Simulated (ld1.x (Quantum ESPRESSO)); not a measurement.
nickel, RRKJ: configuration errors across variants

| Item | Value |
| --- | --- |
| Element | nickel |
| Generator | ld1.x (Quantum ESPRESSO) 7.5 |
| Type | norm-conserving RRKJ (Kleinman–Bylander form) |
| Functional | PBEsol |
| Relativity | scalar-relativistic |
| Frozen core | [Ne] |
| Valence charge | 18 |
| Reference configuration | 3s2 3p6 3d8 4s2 4p0 |
| Partial waves | 3s (bound): rc 1.15 bohr; 3d (bound): rc 1.40 bohr; 3p (bound): rc 1.15 bohr |
| Local potential | the p channel |
| Core correction | none |
| rho0 | 0.005 |

Occupied shells without a wave of their own: 4s. They enter only through the test configuration that unscreens the potential.

All-electron excitation energies from the reference (eV): (1) 3s2 3p6 3d8 4s1 4p0 9.337; (2) 3s2 3p6 3d8 4s0 4p0 26.597; (3) 3s2 3p6 3d7 4s0 4p0 64.034; (4) 3s2 3p6 3d9 4s1 4p0 -1.608; (5) 3s2 3p6 3d8 4s1 4p1 4.630; (6) 3s2 3p6 3d8 4s0 4p2 9.542; (7) 3s2 3p6 3d8 4s0 4p1 15.049.

On the changes marked as counting shells twice: ld1.x takes every shell without a wave as core, so the model core holds the marked electrons as well and exchange and correlation see them twice. This cancels in the reference configuration, but the file is broken for other ones, and its errors say nothing about a proper core correction.

3 further variants failed, have other tests or another functional or relativity, and are left out.

Errors AE − PS in meV (a dash: test not solved or not reliable):

```tsv
change	(1)	(2)	(3)	(4)	(5)	(6)	(7)	bound ghosts
base	+10	+32	+20	+14	+29	+68	+60	none
wave 3p (bound): rc 1.15 bohr becomes 3p (bound): rc 0.80 bohr	+54	+145	+184	+38	+51	+112	+127	none
core correction a·sin(br)/r model core inside 0.50 bohr (4s counted twice)	-156	-762	-1135	-13	-1.7	-40	-100	none
wave 3s (bound): rc 1.15 bohr becomes 3s (bound): rc 1.08 bohr	-57	-139	-236	-23	-26	-50	-80	none
wave 3p (bound): rc 1.15 bohr becomes 3p (bound): rc 1.54 bohr	+355	+894	+1217	+212	+192	+388	+563	none
```

(1) Give the same row for: wave 3d (bound): rc 1.40 bohr becomes 3d (bound): rc 1.44 bohr.

## Answers

(1) +10, +33, +20, +16, +29, +68, +61; bound ghosts: none.
